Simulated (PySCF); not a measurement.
C8H5N5.

```xyz
18

C     -1.2515     2.4015     0.0000
C      0.1301     2.3941     0.0000
C      0.8085     1.1554     0.0000
N      2.1353     1.0570     0.0000
C      2.6438    -0.1807     0.0000
N      1.9848    -1.3202     0.0000
C      0.6354    -1.2732     0.0000
N     -0.0766    -2.3805     0.0000
C     -1.4187    -2.2915     0.0000
C     -2.1161    -1.1056     0.0000
C     -1.3980     0.1167     0.0000
N     -2.0078     1.2962     0.0000
N      0.0046     0.0031     0.0000
H     -1.7930     3.3540     0.0000
H      0.7322     3.3008     0.0000
H      3.7393    -0.2487     0.0000
H     -1.9595    -3.2444     0.0000
H     -3.2031    -1.0513     0.0000
```

Geometry optimised at B3LYP-D3(BJ)/def2-SVP.

The numbers are results of KT2/pcSseg-1 in PySCF, not measurements. Non-relativistic, no solvent.

Computed absolute GIAO shielding of each atom: isotropic value and principal components (ppm):
```json
[
 {"atom": "C1", "σ(iso)": "28.5", "σ11": "-72.8", "σ22": "27.9", "σ33": "130.3", "span": "203.1"},
 {"atom": "C2", "σ(iso)": "77.7", "σ11": "5.5", "σ22": "82.4", "σ33": "145.2", "span": "139.7"},
 {"atom": "C3", "σ(iso)": "27.2", "σ11": "-33.8", "σ22": "17.0", "σ33": "98.3", "span": "132.1"},
 {"atom": "N4", "σ(iso)": "16.0", "σ11": "-130.5", "σ22": "-57.5", "σ33": "236.0", "span": "366.5"},
 {"atom": "C5", "σ(iso)": "21.0", "σ11": "-61.9", "σ22": "22.7", "σ33": "102.1", "span": "164.0"},
 {"atom": "N6", "σ(iso)": "-5.5", "σ11": "-164.3", "σ22": "-65.9", "σ33": "213.8", "span": "378.0"},
 {"atom": "C7", "σ(iso)": "31.5", "σ11": "-23.8", "σ22": "36.7", "σ33": "81.7", "span": "105.4"},
 {"atom": "N8", "σ(iso)": "-0.1", "σ11": "-194.9", "σ22": "-48.3", "σ33": "242.8", "span": "437.7"},
 {"atom": "C9", "σ(iso)": "29.1", "σ11": "-72.2", "σ22": "29.2", "σ33": "130.2", "span": "202.4"},
 {"atom": "C10", "σ(iso)": "74.9", "σ11": "-1.8", "σ22": "80.7", "σ33": "145.8", "span": "147.6"},
 {"atom": "C11", "σ(iso)": "31.3", "σ11": "-27.8", "σ22": "23.6", "σ33": "98.1", "span": "125.9"},
 {"atom": "N12", "σ(iso)": "-3.9", "σ11": "-195.1", "σ22": "-61.5", "σ33": "245.0", "span": "440.1"},
 {"atom": "N13", "σ(iso)": "44.2", "σ11": "-41.3", "σ22": "-14.9", "σ33": "188.8", "span": "230.1"},
 {"atom": "H14", "σ(iso)": "24.3", "σ11": "23.2", "σ22": "23.4", "σ33": "26.3", "span": "3.1"},
 {"atom": "H15", "σ(iso)": "26.2", "σ11": "25.4", "σ22": "26.3", "σ33": "27.0", "span": "1.6"},
 {"atom": "H16", "σ(iso)": "24.3", "σ11": "22.6", "σ22": "24.9", "σ33": "25.2", "span": "2.6"},
 {"atom": "H17", "σ(iso)": "24.1", "σ11": "23.0", "σ22": "23.1", "σ33": "26.2", "span": "3.2"},
 {"atom": "H18", "σ(iso)": "25.9", "σ11": "25.0", "σ22": "25.9", "σ33": "26.9", "span": "1.9"}
]
```
